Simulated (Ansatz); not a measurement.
The B1–I4 bond of BFHI (SMILES FBI) is stretched (multiplicity 1, the rest rigid).
Geometry at rest (charge 0, multiplicity 1):
```xyz
4

B     -0.24475    -1.33346     0.80642
F      0.79230    -1.74376     1.49668
H     -1.26010    -1.94583     0.81786
I     -0.08768     0.45862    -0.34566
```

Cores are frozen in the correlated methods. Filled d and f shells under p-block atoms count as core.

Run with Ansatz (an electronic-structure program) with Gaussian orbitals.  In def2 rows elements past Kr take small-core potentials, without spin–orbit coupling.

Energies above the point at 2.136 Å (the B3LYP-D3(BJ) bond length), FIC-MRCISD+Q on CASSCF(6,4)/def2-TZVPP (kcal/mol): 10.33 at 1.923 Å; 6.13 at 2.350 Å; 88.17 at 6.836 Å.

**Question.** Take the last value as the depth D of a Morse curve D(1 − e^(−a(R − R₀)))², fit a and R₀ to the two near points, and test it at 2.884 and 3.738 Å.

**Answer.** 
With D = 88.2, both near points (counted from the curve's value at 2.136 Å) are met by a = 1.40 Å⁻¹ and R₀ = 2.132 Å, so k = 2Da² = 348 kcal/(mol Å²). The curve then gives 37.5 and 70.6 kcal/mol; the level itself gives 39.2 and 76.7, so Morse is off by -1.7 and -6.1.

Doubts at one or more of the structures used: active orbitals that take no part (FIC-MRCISD+Q on CASSCF(6,4)/def2-TZVPP).
